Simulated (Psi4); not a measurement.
Pair of molecules, SMILES C=C with SMILES CO, pulled apart as rigid monomers along the line of their centres of mass from the B3LYP-D3(BJ)/def2-TZVP minimum (SMILES order as in the coordinates).
Starting geometry (charge 0, multiplicity 1):
```json
[
 {"atom": "C", "x (Å)": "0.7019", "y (Å)": "0.2081", "z (Å)": "0.0238"},
 {"atom": "C", "x (Å)": "-0.6063", "y (Å)": "0.0269", "z (Å)": "-0.1008"},
 {"atom": "H", "x (Å)": "1.1658", "y (Å)": "1.1668", "z (Å)": "-0.1740"},
 {"atom": "H", "x (Å)": "1.3615", "y (Å)": "-0.5962", "z (Å)": "0.3268"},
 {"atom": "H", "x (Å)": "-1.0691", "y (Å)": "-0.9328", "z (Å)": "0.0955"},
 {"atom": "H", "x (Å)": "-1.2663", "y (Å)": "0.8298", "z (Å)": "-0.4059"},
 {"atom": "C", "x (Å)": "-0.2061", "y (Å)": "-0.5977", "z (Å)": "3.6957"},
 {"atom": "O", "x (Å)": "-0.3382", "y (Å)": "0.7228", "z (Å)": "3.1988"},
 {"atom": "H", "x (Å)": "-0.9821", "y (Å)": "-1.2674", "z (Å)": "3.3059"},
 {"atom": "H", "x (Å)": "-0.3127", "y (Å)": "-0.5466", "z (Å)": "4.7788"},
 {"atom": "H", "x (Å)": "0.7752", "y (Å)": "-1.0307", "z (Å)": "3.4677"},
 {"atom": "H", "x (Å)": "-0.2459", "y (Å)": "0.6934", "z (Å)": "2.2382"}
]
```

Calculation: SAPT0/jun-cc-pV(D+d)Z (Psi4).

```json
[
 {"C1···H12 (Å)": "2.23", "electrostatics (meV)": "-306.7", "exchange (meV)": "509.6", "induction (meV)": "(withheld)", "dispersion (meV)": "-138.9", "total": "-53.3"},
 {"C1···H12 (Å)": "2.46", "electrostatics (meV)": "-192.8", "exchange (meV)": "250.4", "induction (meV)": "-62.9", "dispersion (meV)": "-89.5", "total": "-94.9"},
 {"C1···H12 (Å)": "2.80", "electrostatics (meV)": "-106.2", "exchange (meV)": "84.6", "induction (meV)": "-25.8", "dispersion (meV)": "-47.9", "total": "-95.3"},
 {"C1···H12 (Å)": "3.39", "electrostatics (meV)": "(withheld)", "exchange (meV)": "13.2", "induction (meV)": "-6.6", "dispersion (meV)": "-18.2", "total": "-59.0"},
 {"C1···H12 (Å)": "4.35", "electrostatics (meV)": "-17.2", "exchange (meV)": "0.6", "induction (meV)": "-1.0", "dispersion (meV)": "-4.8", "total": "-22.5"}
]
```

Fill in the missing entries.


- 3.39, electrostatics (meV): -47.5
- 2.23, induction (meV): -117.2
